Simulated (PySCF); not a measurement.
## Structure and specific rotation at 589.3 nm (origin-invariant length gauge)

Level of theory: PySCF, TDDFT B3LYP/def2-SVPD circular dichroism and optical rotation, one conformer, gas phase. Geometry: GFN2-xTB.

Each molecule in one low-energy conformer. The parent is CC(=O)[C@@H]1C[C@H]1[SiH2]N.

The molecule is flexible and this is one conformer; a measurement averages over conformers.

Problem. How does the specific rotation at 589.3 nm (origin-invariant length gauge) change along this series?
- CC(=O)[C@@H]1C[C@H]1[SiH2]N (base)
- CC(=O)[C@@H]1C[C@@H]1[SiH2]N (diastereomer)

Solution. 
| molecule | [α]589 (deg dm⁻¹ (g/mL)⁻¹) | S1 (eV) | R(S1), velocity form (10⁻⁴⁰ esu² cm²) |
| --- | --- | --- | --- |
| CC(=O)[C@@H]1C[C@H]1[SiH2]N | -319.9 | 4.49 | -7.0 |
| CC(=O)[C@@H]1C[C@@H]1[SiH2]N | +68.5 | 4.64 | +12.0 |

The specific rotation at 589.3 nm (origin-invariant length gauge) is lowest for CC(=O)[C@@H]1C[C@H]1[SiH2]N and highest for CC(=O)[C@@H]1C[C@@H]1[SiH2]N.
